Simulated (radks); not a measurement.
Problem. Species: Ga III. Configuration: [Ar] 3d10 4s1 (the NIST ground configuration). Calculated with a radial shooting solver on a logarithmic mesh with Libxc functionals: scalar-relativistic Kohn-Sham, PBEsol, spin-polarised, spherical densities, finite nucleus; open shells are filled with parallel spins first; Fermi nuclear charge, rms radius 3.9973 fm. Some entries of the table are withheld. Estimate them.

orbital  occ.  eigenvalue (eV)  <1/r> (bohr^-1)  r(max) (bohr)
1s up       1        -10241.57            31.28        0.03180
1s down     1        -10241.50            31.28        0.03180
2s up       1        -1281.380            6.841         0.1825
2s down     1        -1281.368            6.841         0.1825
2p up       3        -1118.449            6.712         0.1465
2p down     3        -1118.427            6.712         0.1465
3s up       1        -168.1131            2.182         0.5649
3s down     1        -168.0540            2.183         0.5649
3p up       3        -119.0370            2.028            (1)
3p down     3        -118.9500            2.030            (2)
3d up       5         -39.4635            1.654         0.5331
3d down     5         -39.2063            1.666         0.5324
4s up       1         -26.7301           0.6315          1.780
4s down     0         -25.1124           0.6331          1.770

Solution. 
(1) 3p up r(max) (bohr): 0.5671
(2) 3p down r(max) (bohr): 0.5671
